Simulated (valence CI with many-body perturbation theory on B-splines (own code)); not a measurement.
Which ion has this spectrum?

A relativistic CI+MBPT calculation for an atom or ion with 13 electrons gives these levels (eV):

```
  J  Parity       E     g
1/2     odd    0.00  0.64
1/2    even  186.65  2.08
3/2     odd  497.59  1.32
3/2    even  650.65  1.62
5/2    even  670.67  1.33
3/2    even  692.62  0.97
1/2    even  704.15  1.27
3/2    even  752.70  0.83
5/2    even  853.42  1.19
3/2     odd  873.59  0.94
3/2     odd  887.64  0.85
5/2     odd  899.44  1.01
1/2     odd  928.62  0.40
3/2     odd  937.22  1.27
```

The energies are calculated, and their last digits are not significant.

**Question.** Which is it?
A. Ir64+
B. Tl68+
C. Au66+
D. Pb69+

**Answer.** C. Au66+, ground level (3s^2 3p1/2) J=1/2.
